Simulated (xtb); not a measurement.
Cl2Cu (SMILES [Cl][Cu][Cl]), doublet, at a GFN2-xTB geometry (such geometries of metal compounds can be far from the true shape). Base run: GFN0-xTB run with xtb.

Input for xtb:
```
$ xtb mol.xyz --gfn 0 --uhf 1 --json

# file mol.xyz
3

Cu     0.00000000     0.00000000     0.00000000
Cl    -0.00000000    -0.00000000    -2.03485924
Cl     0.00000000     0.00000000     2.03485924
```

Variants of this job, named by their change:

```csv
change,ΔE vs base (kcal/mol)
base,0.000
etemp = 10,0.90
acc = 0.0001,0.000
acc = 1000,0.000
etemp = 3000,-10.97
acc = 0.1,0.000
acc = 30,0.000
```
